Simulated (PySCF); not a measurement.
Trend along the fourth-period p block: MSi molecules

CCSD(T) with double-zeta basis sets in PySCF, for the lowest determinant that a PBE0 search found; no spin–orbit coupling. De refers to high-spin ground-configuration atoms.

```tsv
M	basis	reference, frozen orbitals	state (unpaired electrons)	Re (Å)	ωe (cm⁻¹)	De (eV)
As	cc-pV(D+d)Z/cc-pVDZ-PP	ROHF, 9	doublet (π ↑)	2.212	472	2.60
Se	x2c-SVPall	RHF, 14	singlet (closed shell)	2.080	576	5.10
Br	pcseg-1	UHF, 14	doublet (π ↑)	2.274	409	3.41
```

The shortest bond is that of SiSe (2.080 Å), the longest that of SiBr (2.274 Å). SiSe is bound most strongly (5.10 eV) and SiAs least (2.60 eV).

The rows differ in basis set, which adds steps of its own.

The state changes along the series, so neighbouring rows are not always alike in their bonding.

Correlated steps freeze the inner cores (9 to 14 orbitals); shallow outer-core shells are correlated. UHF and ROHF references stand side by side, which adds small steps between rows. Correlated levels converge slowly with the basis: in double zeta they bind strong bonds too weakly, by up to about 1 eV, and carry superposition errors of some tenths. Spin–orbit coupling is left out. Where the molecule has an RHF reference, its open-shell atoms are computed with UHF. States were picked by a PBE0 search and need not be the measured ground states.
